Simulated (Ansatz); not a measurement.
CH₇InN₂, SMILES `[CH3][In]([NH2])[NH2]` at its PBE0-D4/def2-TZVP geometry, where that method's forces vanish. Total charge 0; spin multiplicity 1. In takes the def2 core potential.

```xyz
11

C    -0.2457   -1.8620    0.6112
In    0.0292    0.1582   -0.0349
N     1.7108    0.8208   -0.9481
N    -1.2250    1.6695    0.4588
H    -0.8415   -1.8895    1.5236
H     0.7191   -2.3331    0.7995
H    -0.7655   -2.4315   -0.1607
H     2.2939    0.1683   -1.4491
H     1.6944    1.7012   -1.4397
H    -2.1828    1.4630    0.6967
H    -1.1871    2.5351   -0.0575
```

Q: What forces (eV/Å) does B3LYP-D4/def2-TZVPP give on these atoms in Ansatz 0.2.0? (Estimate.)

A: The calculation gave: 
```
C1  -0.036 -0.291  0.101
In2 -0.038 -0.092 -0.024
N3   0.189  0.084 -0.101
N4  -0.136  0.177  0.055
H5   0.035  0.000 -0.052
H6  -0.056  0.026 -0.009
H7   0.030  0.035  0.044
H8   0.022  0.008 -0.012
H9   0.024  0.012 -0.015
H10 -0.017  0.019  0.007
H11 -0.019  0.024  0.005
```

B3LYP here is the variant with VWN-RPA as its local correlation; programs differ in this.
